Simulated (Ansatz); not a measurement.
Z-matrix (Å, degrees):
```
C
O 1 1.400
H 1 1.097 2 113.0
H 1 1.096 2 109.4 3 120.1
H 1 1.097 2 110.8 3 -121.3
Sn 2 1.976 1 132.2 3 5.5
S 6 2.441 2 101.7 1 31.7
C 7 1.816 6 107.9 2 21.7
H 8 1.089 7 110.4 6 -103.8
H 8 1.088 7 111.6 6 18.1
H 8 1.090 7 107.3 6 137.4
```

Total charge 0; spin multiplicity 1. Sn: def2 effective core potential.

Q: List the CAM-B3LYP/def2-TZVPP orbital energies in eV (Ansatz 0.2.0). (Best estimate.)

A: Ansatz gave: Occupied: -2419.23, -521.92, -279.78, -279.43, -217.26, -161.84, -161.72, -161.67, -140.95, -95.97, -95.79, -95.70, -30.46, -30.01, -29.99, -29.90, -29.76, -28.34, -23.05, -20.24, -19.02, -15.37, -14.03, -13.80, -13.46, -13.20, -12.41, -10.76, -9.44, -9.20, -8.21, -7.96. Lowest empty: -1.32, 0.52, 0.96, 2.17, 2.94, 3.24, 3.32, 3.56.
